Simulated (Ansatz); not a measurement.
`[F][Zr]([F])([F])[SeH]` + `CC(C)[NH][Al]([F])[F]` → `[F][Al]([F])[SeH]` + `CC(C)[NH][Zr]([F])([F])[F]`  (redistribution)

Gas-phase electronic energies from Ansatz, PBE0-D4/def2-TZVP geometries. CCSD(T)/CBS adds triple-zeta CCSD(T) − MP2 to the extrapolated MP2 energy (def2 sets, frozen cores). DFT in def2-TZVPP. def2 core potentials past Kr. For Se, Zr outer-core shells are correlated without core-valence functions, which leaves a few kJ/mol of doubt a bond. Scalar relativity is left out up to krypton. One conformer a species, not always the lowest.

```tsv
level	ΔE (eV)
PBE-D4	-0.07
PBE0	-0.04
```

**Question.** What does CCSD(T)/CBS give? (An estimate is asked.)

**Answer.** Ansatz gave: -0.09 eV. The listed levels differ from it by 0.02, 0.05 eV.

Largest T1 diagnostic among the species: 0.016.

In def2-TZVPP, CCSD(T) changes the Hartree–Fock value by −0.10 eV (the triples alone add −0.01 eV) and MP2 by −0.11 eV.
